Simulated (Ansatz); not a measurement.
Sn₂Te₃, relaxed as a singlet with RKS PBE0-D4/def2-SVP in Ansatz, starting from the GFN1-xTB geometry. Force threshold 0.02 eV/Å.

In the def2 sets Sn, Te take a core potential; there is no spin–orbit coupling. Another isomer (singlet) lies 1.18 eV lower at PBE0-D4/def2-TZVP; other spin states weren't run for this one.

Start:

```xyz
5

Sn    0.747    0.522   -2.191
Sn    0.946    0.251    0.656
Te    0.624   -0.162    3.184
Te   -1.607    0.980   -0.671
Te   -0.711   -1.591   -0.978
```

**Question.** Estimate the energy that the relaxation releases and the steps that it takes.

**Answer.** 0.14 eV, in 6 steps; 23 s on 4 threads of Arm Neoverse V2 on a shared host. No frequencies were taken in this run, so the end may be a saddle point.

**Question.** Does the start keep its bonding and symmetry?

**Answer.** By distances, no bond broke or formed. The bond that changes most is Sn2–Te5, from 2.97 to 3.18 Å (atoms count from 1). Point group Cs at the start, Cs at the end, both within 0.05 Å.

**Question.** Predict the relaxed structure.

**Answer.** 
```xyz
5

Sn    0.820    0.538   -2.115
Sn    0.957    0.244    0.751
Te    0.777   -0.119    3.267
Te   -1.728    0.964   -0.797
Te   -0.826   -1.627   -1.106
```
Bond lengths (bridged metal pairs left out): 5 × Sn–Te 2.55 to 3.18 Å; 1 × Te–Te 2.76 Å.
